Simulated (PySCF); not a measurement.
PySCF input for Mo(S)2(Br)(OH) (BrHMoOS2), SMILES [OH][Mo](=[S])(=[S])[Br], multiplicity 1, TDDFT-B3LYP/def2-SVPD. Geometry optimised at B3LYP-D3(BJ)/def2-SVP. The geometry has at least one imaginary mode, so it is a saddle point at that level. The multiplicity is an assumed one; other spin states were not compared. The def2 effective core potentials stand for the cores of Mo; spin–orbit coupling is left out. The values are those of a single conformer.

```python
import numpy as np
from pyscf import gto, scf, dft, tdscf

mol = gto.M(
    atom='''
    Mo    0.44709935    0.20655609    0.00000000
    S     1.26854218   -0.73428339   -1.70515212
    S     1.26854220   -0.73428339    1.70515211
    Br   -1.95111922   -0.10561824    0.00000000
    O     0.89876921    2.00227074   -0.00000001
    H     1.72749618    2.50018498    0.00000000
    ''',
    basis='def2-SVPD',
    ecp={'Mo': 'def2-svp'},
    charge=0,
    spin=0,
    symmetry=True,
    max_memory=1600,
    verbose=4,
)
mf = dft.RKS(mol, xc='b3lyp').density_fit(auxbasis='def2-universal-jkfit')
mf.grids.level = 3
mf.conv_tol = 1e-9
mf.max_cycle = 100
mf.kernel()
mf.grids = dft.Grids(mol).set(level=1).build(with_non0tab=True)  # coarser grid for the response kernel
td = tdscf.TDDFT(mf)
td.singlet = True
td.nstates = 10
td.conv_tol = 1e-4
td.positive_eig_threshold = 1e-6
td.kernel(x0=td.get_init_guess(mf, 15))
td.analyze()
tt = tdscf.TDA(mf)
tt.singlet = False
tt.nstates = 4
tt.conv_tol = 1e-4
tt.positive_eig_threshold = 1e-6
tt.kernel(x0=tt.get_init_guess(mf, 9))
tt.analyze(verbose=3)
```

It prints:

```
PySCF version 2.14.0

[INPUT] verbose = 4
[INPUT] num. atoms = 6
[INPUT] num. electrons = 90
[INPUT] charge = 0
[INPUT] spin (= nelec alpha-beta = 2S) = 0
[INPUT] symmetry True subgroup None
[INPUT] Mole.unit = angstrom
[INPUT] Symbol           X                Y                Z      unit          X                Y                Z       unit  Magmom
[INPUT]  1 Mo     0.447099350000   0.206556090000   0.000000000000 AA    0.844895321971   0.390334439461   0.000000000000 Bohr   0.0
[INPUT]  2 S      1.268542180000  -0.734283390000  -1.705152120000 AA    2.397197297659  -1.387594504917  -3.222270507521 Bohr   0.0
[INPUT]  3 S      1.268542200000  -0.734283390000   1.705152110000 AA    2.397197335453  -1.387594504917   3.222270488624 Bohr   0.0
[INPUT]  4 Br    -1.951119220000  -0.105618240000   0.000000000000 AA   -3.687080962175  -0.199589547359   0.000000000000 Bohr   0.0
[INPUT]  5 O      0.898769210000   2.002270740000  -0.000000010000 AA    1.698427656092   3.783743325830  -0.000000018897 Bohr   0.0
[INPUT]  6 H      1.727496180000   2.500184980000   0.000000000000 AA    3.264494661432   4.724664872951   0.000000000000 Bohr   0.0

nuclear repulsion = 550.860701009086
point group symmetry = Cs
symmetry origin: [-9.60877701e-10 -3.20292566e-09 -3.84351074e-09]
symmetry axis x: [ 1.00000000e+00 -1.48118699e-09  2.47207807e-09]
symmetry axis y: [1.48118699e-09 1.00000000e+00 1.21014846e-09]
symmetry axis z: [-2.47207808e-09 -1.21014851e-09  1.00000000e+00]
num. orbitals of irrep A' = 100
num. orbitals of irrep A" = 60
number of shells = 62
number of NR pGTOs = 276
number of NR cGTOs = 160
basis = def2-SVPD
ecp = {'Mo': 'def2-svp'}


[settings echo left out]
init E= -3505.6380473176
HOMO (A") = -0.478091982942429  LUMO (A') = -0.381152112430783  gap/eV = 2.63787
cycle= 1 E= -3514.04346156333  delta_E= -8.41  |g|= 0.888  |ddm|= 4.36
HOMO (A") = -0.146948934359095  LUMO (A") = -0.0607072079828552  gap/eV = 2.34676
cycle= 2 E= -3513.08703025437  delta_E= 0.956  |g|=  2.2  |ddm|=  2.4
HOMO (A") = -0.219428311312706  LUMO (A') = -0.120465537170086  gap/eV = 2.69291
cycle= 3 E= -3514.15893647272  delta_E= -1.07  |g|= 0.449  |ddm|= 1.86
HOMO (A") = -0.274352840021068  LUMO (A') = -0.134906616536768  gap/eV = 3.79453
cycle= 4 E= -3514.18594156314  delta_E= -0.027  |g|= 0.351  |ddm|= 0.797
HOMO (A") = -0.273609710117086  LUMO (A') = -0.159014712985229  gap/eV = 3.11829
cycle= 5 E= -3514.19936786549  delta_E= -0.0134  |g|= 0.278  |ddm|= 0.52
HOMO (A") = -0.266818851838255  LUMO (A') = -0.142567533415752  gap/eV = 3.38105
cycle= 6 E= -3514.21690422207  delta_E= -0.0175  |g|= 0.0509  |ddm|= 0.273
HOMO (A") = -0.267401050732595  LUMO (A') = -0.142605800020137  gap/eV = 3.39585
cycle= 7 E= -3514.21770946271  delta_E= -0.000805  |g|= 0.0105  |ddm|= 0.0834
HOMO (A") = -0.267099457886639  LUMO (A') = -0.142448260592071  gap/eV = 3.39193
cycle= 8 E= -3514.21773100439  delta_E= -2.15e-05  |g|= 0.00233  |ddm|= 0.0119
HOMO (A") = -0.267202008954461  LUMO (A') = -0.142500188721641  gap/eV = 3.39331
cycle= 9 E= -3514.21773231304  delta_E= -1.31e-06  |g|= 0.000627  |ddm|= 0.00388
HOMO (A") = -0.267173158420797  LUMO (A') = -0.142471734984915  gap/eV = 3.39330
cycle= 10 E= -3514.21773242493  delta_E= -1.12e-07  |g|= 0.000173  |ddm|= 0.00109
HOMO (A") = -0.267177060360602  LUMO (A') = -0.142473255075881  gap/eV = 3.39336
cycle= 11 E= -3514.21773243413  delta_E= -9.19e-09  |g|= 4.74e-05  |ddm|= 0.000273
HOMO (A") = -0.267178890630354  LUMO (A') = -0.142474839512279  gap/eV = 3.39337
cycle= 12 E= -3514.21773243475  delta_E= -6.27e-10  |g|= 1.91e-05  |ddm|= 7.79e-05
HOMO (A") = -0.267176892196538  LUMO (A') = -0.142476402325872  gap/eV = 3.39327
Extra cycle  E= -3514.217732434  delta_E= 7.56e-10  |g|= 5.82e-05  |ddm|= 7.99e-05
converged SCF energy = -3514.217732434
tot grids = 35792
Overwritten attributes  positive_eig_threshold  of <class 'pyscf.tdscf.rks.TDDFT'>


******** <class 'pyscf.tdscf.rks.TDDFT'> for <class 'pyscf.df.df_jk.DFSymAdaptedRKS'> ********
nstates = 10 singlet
deg_eia_thresh = 1.000e-03
wfnsym = None
conv_tol = 0.0001
eigh lindep = 1e-12
eigh level_shift = 0
eigh max_cycle = 100


Excitation energies (eV)
[2.43234621 2.48165531 2.97554201 3.15249074 3.25968143 3.51421574
 3.65454043 3.88569091 3.97212401 4.01303098]

** Singlet excitation energies and oscillator strengths **
Excited State   1:   A'      2.43235 eV    509.73 nm  f=0.0014
      45 -> 47        0.69803
Excited State   2:   A"      2.48166 eV    499.60 nm  f=0.0101
      43 -> 47        0.13460
      45 -> 46       -0.67431
      45 -> 48       -0.12085
Excited State   3:   A"      2.97554 eV    416.68 nm  f=0.0006
      44 -> 46        0.69155
Excited State   4:   A"      3.15249 eV    393.29 nm  f=0.0012
      43 -> 47        0.15053
      45 -> 48        0.66807
Excited State   5:   A'      3.25968 eV    380.36 nm  f=0.0065
      42 -> 46        0.12769
      43 -> 46       -0.67964
Excited State   6:   A'      3.51422 eV    352.81 nm  f=0.0127
      42 -> 46       -0.24166
      43 -> 48        0.10133
      44 -> 47        0.63284
      45 -> 50        0.12313
Excited State   7:   A"      3.65454 eV    339.26 nm  f=0.0047
      43 -> 47       -0.57388
      44 -> 48       -0.23236
      45 -> 49       -0.31678
Excited State   8:   A"      3.88569 eV    319.08 nm  f=0.0000
      44 -> 48        0.57805
      45 -> 49       -0.39700
Excited State   9:   A'      3.97212 eV    312.14 nm  f=0.0024
      40 -> 46        0.15073
      42 -> 46        0.50896
      43 -> 48        0.37986
      45 -> 50        0.21976
Excited State  10:   A"      4.01303 eV    308.95 nm  f=0.0001
      41 -> 46       -0.67196
      45 -> 49       -0.11978

** Transition electric dipole moments (AU) **
state          X           Y           Z        Dip. S.      Osc.
  1        -0.1415     -0.0537      0.0000      0.0229      0.0014
  2        -0.0000      0.0000     -0.4079      0.1664      0.0101
  3        -0.0000     -0.0000     -0.0922      0.0085      0.0006
  4        -0.0000      0.0000     -0.1271      0.0161      0.0012
  5         0.2427      0.1484     -0.0000      0.0809      0.0065
  6        -0.3439      0.1699      0.0000      0.1471      0.0127
  7         0.0000      0.0000     -0.2284      0.0522      0.0047
  8         0.0000     -0.0000      0.0196      0.0004      0.0000
  9        -0.1549      0.0136      0.0000      0.0242      0.0024
 10         0.0000     -0.0000      0.0310      0.0010      0.0001

WARN: ECP detected. Skipping calculation of transition velocity and magnetic dipole moments, which have not yet been implemented.

Overwritten attributes  positive_eig_threshold  of <class 'pyscf.tdscf.rks.TDA'>


******** <class 'pyscf.tdscf.rks.TDA'> for <class 'pyscf.df.df_jk.DFSymAdaptedRKS'> ********
nstates = 4 triplet
deg_eia_thresh = 1.000e-03
wfnsym = None
conv_tol = 0.0001
eigh lindep = 1e-12
eigh level_shift = 0
eigh max_cycle = 100


Excitation energies (eV)
[1.91338051 2.16606155 2.65705779 2.72785141]

** Triplet excitation energies and oscillator strengths **
Excited State   1:   A"      1.91338 eV    647.99 nm  f=0.0000
Excited State   2:   A'      2.16606 eV    572.39 nm  f=0.0000
Excited State   3:   A'      2.65706 eV    466.62 nm  f=0.0000
Excited State   4:   A"      2.72785 eV    454.51 nm  f=0.0000
```

The run converged.

Cost: very roughly 4 core-minutes.
